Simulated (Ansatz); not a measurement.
C3H5O2 (SMILES CCO[C]=O), doublet, geometry from GFN2-xTB. Base run: B3LYP/STO-3G (Ansatz, a first-principles code).

Ansatz was given this input:
Ansatz 0.2 input:
```yaml
crystal:
  periodic: [false, false, false]
  atoms:
    - {symbol: C, position_ang: [-1.80024787, -0.16287169, 0.12684797]}
    - {symbol: C, position_ang: [-0.52467360, -0.78218325, 0.65886679]}
    - {symbol: O, position_ang: [0.53536223, 0.24228204, 0.78558465]}
    - {symbol: C, position_ang: [1.19052419, 0.62217988, -0.23744781]}
    - {symbol: O, position_ang: [1.20864104, 0.34641055, -1.40277582]}
    - {symbol: H, position_ang: [-1.63632647, 0.23901801, -0.87070106]}
    - {symbol: H, position_ang: [-2.13282420, 0.64024248, 0.78013088]}
    - {symbol: H, position_ang: [-2.57808951, -0.92051254, 0.07413738]}
    - {symbol: H, position_ang: [-0.64538024, -1.16671963, 1.67153298]}
    - {symbol: H, position_ang: [-0.15302218, -1.56431865, -0.00717255]}
basis:
  gaussian:
    orbitals: STO-3G
hamiltonian:
  xc: b3lyp
magnetization: {spin_polarized: true, initial_magnetization: 1}
```

The bond that is stretched is that between atoms 5 and 4. A test that says stable can miss a lower solution.

Each row names what was changed in the base input (with any setting that the change needs).

```csv
change,ΔE vs base (eV),<S^2>,stability test says
base,0.00,0.752,minimum
spin_polarized = on; lower_state_search = off,0.00,0.752,undecided (no full test)
spin_polarized = on; lower_state_search = standard,0.00,0.752,minimum
bond × 1.25,1.24,0.755,minimum
spin_polarized = on; lower_state_search = off; bond × 1.25,1.24,0.755,undecided (no full test)
spin_polarized = on; lower_state_search = standard; bond × 1.25,1.24,0.755,minimum
bond × 1.5,3.61,0.766,minimum
spin_polarized = on; lower_state_search = off; bond × 1.5,3.61,0.766,undecided (no full test)
spin_polarized = on; lower_state_search = standard; bond × 1.5,3.61,0.766,minimum
bond × 1.8,4.95,1.367,minimum
spin_polarized = on; lower_state_search = off; bond × 1.8,4.95,1.367,undecided (no full test)
spin_polarized = on; lower_state_search = standard; bond × 1.8,4.95,1.367,minimum
bond × 2.2,5.46,1.665,minimum
spin_polarized = on; lower_state_search = off; bond × 2.2,5.46,1.665,undecided (no full test)
spin_polarized = on; lower_state_search = standard; bond × 2.2,5.46,1.665,minimum
bond × 3.0,5.65,1.752,minimum
spin_polarized = on; lower_state_search = off; bond × 3.0,5.65,1.752,undecided (no full test)
spin_polarized = on; lower_state_search = standard; bond × 3.0,5.65,1.752,minimum
```

On stretching, the SCF can end on different states; <S^2> shows the spin contamination of each.
